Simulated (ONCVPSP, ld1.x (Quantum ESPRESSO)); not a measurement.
## Pseudopotentials across the periodic table

Generated with ld1.x 7.5 (TM, RRKJ, ultrasoft, PAW), atompaw 4.2 or ONCVPSP 4.0.1. The cutoff is in Ry: for ld1.x and atompaw files where the sum of valence levels is converged to 10 mRy in a Bessel basis, for ONCV files where the hardest occupied wave has 1 mHa per electron of residual kinetic energy. The error is the largest all-electron minus pseudo excitation energy over each file’s own four to seven test configurations (ionisations up to +4, promotions, holes and added fractions of an electron), all of which were solved. The labels leave out finer settings (local radius, basis sizes, second energies), which also bear on the numbers. Spin-polarised tests are not counted. The rows are a selection from randomly drawn settings: files with unsolved tests, undetermined cutoffs or missed reference levels are left out.

A true bound ghost makes a file unfit for plane-wave use even where its test errors are small: the radial tests pick states by their node count and pass the ghost by.

```csv
element,potential,cutoff (Ry),largest error (meV),bound ghosts
B,"ONCV, PBEsol, non-relativistic, rc 1.25/3.95 (sp), local s, core correction yes, reference 2s2 2p1, qcut 4.8/3.6, projectors 0/3",23,+699,none
O,"ONCV, PBE, non-relativistic, rc 0.40/2.15/2.20 (spd), local smoothed, core correction no, reference 1s2 2s1.5 2p4.5, qcut 28.2/8/4.9, projectors 2/2/2",692,+4517,d
Al,"TM, PBE, scalar-relativistic, rc 1.90/2.10 (sp), local s, core correction yes, reference 3s2 3p1",10,+10,none
Ti,"ONCV, PBE, fully relativistic, rc 1.00/1.40/2.00 (spd), local smoothed, core correction yes, reference 3s2 3p6 3d2, qcut 8.1/10.3/6.9, projectors 2/2/2",64,+173,none
Zr,"ONCV, revPBE, scalar-relativistic, rc 1.80/2.15/1.80 (spd), local d, core correction yes, reference 4s2 4p6 4d2 5s1.5 5p0.5, qcut 6/7/6.3, projectors 2/3/0",30,-5.0,none
Ce,"ONCV, PBE, scalar-relativistic, rc 2.80/2.00/2.45 (spd), local smoothed, core correction yes, reference 5s2 5p6 5d1 6s1.5, qcut 5.5/3.6/3.4, projectors 3/2/2",56,-302,none
```

Problem. Fill in the row for Zr: ONCV, PBE, scalar-relativistic, rc 2.05/2.55/1.85 (spd), local smoothed, core correction yes, reference 4s2 4p6 4d2 5s1 5p1, qcut 5.8/4.3/5.2, projectors 2/3/1.

Solution. cutoff 29 Ry, largest error -8.7 meV, bound ghosts: none.

Problem. Fill in the row for F: ONCV, PBE, scalar-relativistic, rc 0.65/1.55/1.25 (spd), local smoothed, core correction yes, reference 2s2 2p5, qcut 12/10.2/8.7, projectors 2/2/1.

Solution. cutoff 116 Ry, largest error +3211 meV, bound ghosts: none.
